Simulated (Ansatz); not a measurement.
`[NH2][Sn][Cl]`, charge 0, multiplicity 1.

(1) Give a relaxed structure at PBE0-D4/def2-TZVP (the Gaussian-basis code of Ansatz). (Best estimate.)

Results:

(1) Ansatz gave: 
Cartesian coordinates in Å:
```
N 0.475 0.375 0.478
Sn 0.472 -0.659 -1.238
Cl -1.881 -1.045 -1.162
H -0.360 0.547 1.019
H 1.294 0.782 0.903
```
Point group Cs.
